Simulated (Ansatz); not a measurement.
Geometry optimisation, RKS PBE-D4/def2-SVP (Ansatz 0.2.0).

The input (input.yaml):

```yaml
crystal:
  periodic: [false, false, false]
  atoms:
    - { symbol: Si, position_ang: [-0.574685, -0.850982, 0.975384] }
    - { symbol: H, position_ang: [0.847043, -0.611731, 1.130234] }
    - { symbol: H, position_ang: [-0.869193, -2.057829, 0.136293] }
    - { symbol: H, position_ang: [-1.21833, -1.046856, 2.327334] }
    - { symbol: "N", position_ang: [-1.205251, 0.552941, 0.07309] }
    - { symbol: H, position_ang: [1.34381, 0.719527, -1.855434] }
    - { symbol: O, position_ang: [0.829676, -0.083398, -1.651279] }
    - { symbol: H, position_ang: [1.79428, 0.228042, -0.321946] }
    - { symbol: F, position_ang: [2.291703, 0.889998, 0.110593] }
    - { symbol: H, position_ang: [-1.027345, 1.463501, 0.515849] }
    - { symbol: H, position_ang: [-2.197554, 0.506787, -0.187895] }
    - { symbol: H, position_ang: [-0.014055, 0.289801, -1.252222] }
basis:
  gaussian: { orbitals: def2-SVP }
hamiltonian:
  xc: pbe
  dispersion: d4
relax:
  f_tol: 0.03
  max_steps: 50
```

Launched with:

```bash
$ ansatz run input.yaml --threads 2 --pin off --max-ram 3072MiB --backend cpu --events-out ev --progress --plain --runs-dir out
```

Where does it end, and by what steps?

The run converged. After 14 steps the energy has fallen by 0.432 eV; F9 moved furthest, 1.13 Å.

| step | energy less start (eV) | largest force component (eV/Å) | accepted |
| --- | --- | --- | --- |
| 0 | 0.0000 | 1.051 | yes |
| 1 | -0.1434 | 0.437 | yes |
| 2 | -0.1852 | 0.871 | yes |
| 3 | -0.2387 | 0.661 | yes |
| 4 | -0.2780 | 0.312 | yes |
| 5 | -0.3269 | 0.192 | yes |
| 6 | -0.3675 | 0.252 | yes |
| 7 | -0.3951 | 0.376 | yes |
| 8 | -0.4119 | 0.220 | yes |
| 9 | -0.4224 | 0.115 | yes |
| 10 | -0.4272 | 0.134 | yes |
| 11 | -0.4301 | 0.095 | yes |
| 12 | -0.4315 | 0.075 | yes |
| 13 | -0.4320 | 0.030 | yes |
| 14 | -0.4321 | 0.019 | yes |

```xyz
12
Properties=species:S:1:pos:R:3
Si -0.818 -1.153 1.163
H 0.581 -1.682 1.262
H -1.728 -2.184 0.557
H -1.318 -0.844 2.553
N -0.780 0.238 0.067
H 1.039 0.771 -2.496
O 1.268 0.226 -1.720
H 1.636 1.186 -0.569
F 1.573 1.757 0.234
H -0.134 0.992 0.377
H -1.695 0.649 -0.153
H 0.378 0.044 -1.275
```

The run took 30 s on 2 threads of Arm Neoverse V1 (shared host), peak memory 0.15 GiB.
